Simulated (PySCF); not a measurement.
BClH4N2, SMILES ClB(N)N. The structure is a stationary point at PBE-D3(BJ)/def2-SVP. The values are those of a single conformer.

These are PBE-D3(BJ)/def2-SVP in PySCF values and carry that method's errors.

Harmonic wavenumbers (cm⁻¹): 251, 304, 311, 339, 352, 511, 560, 604, 814, 893, 1206, 1394, 1526, 1555, 3542, 3546, 3652, 3653. Rotational constants (GHz): 8.869, 4.561, 3.012; symmetry number 2.

**Question.** Work out the zero-point energy and the ideal-gas rigid-rotor harmonic-oscillator thermochemistry at 298.15 K and 1 atm.

**Answer.** ZPE = ½ Σ hcν = ½ × 25013 cm⁻¹ = 35.76 kcal/mol. H − E(el) = 39.86 kcal/mol. Entropy in cal/(mol K): translation 38.99, rotation 24.00, vibration 8.87, total 71.86. G − E(el) = 18.43 kcal/mol. Cp = 21.14 cal/(mol K).
